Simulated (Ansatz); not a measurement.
Two spin states of NaAl, each at its own minimum; 2S+1 = 1, 3 were tried, and our sources give no spin for the ground state.

```
level               energy of the multiplicity-3 state above the multiplicity-1 state (eV)
------------------  ----------------------------------------------------------------------
PBE/def2-TZVPP                                                                       0.169
PBE0/def2-TZVPP                                                                      0.092
wB97X-V/def2-TZVPP                                                                   0.236
CCSD/def2-TZVPP                                                                      0.229
CCSD(T)/def2-TZVPP                                                                   0.251
```

The rows run from 0.092 (PBE0/def2-TZVPP) to 0.251 eV (CCSD(T)/def2-TZVPP). The 3 functionals in def2-TZVPP without D3 or D4 span 0.144, from PBE0 to wB97X-V.

Each state is the lowest solution found for its spin in def2 and cc sets. The singlet is a restricted closed-shell determinant, which can mix singlet states where a π or δ shell is part-filled.

Correlated levels freeze the inner cores; with def2 sets outer-core shells near the valence are correlated too.

Doubts at one or more of the structures used: a restricted determinant that unrestricted orbitals would lower (CCSD/def2-TZVPP, CCSD(T)/def2-TZVPP).

The values were computed with Ansatz (a first-principles code) with Gaussian orbitals.
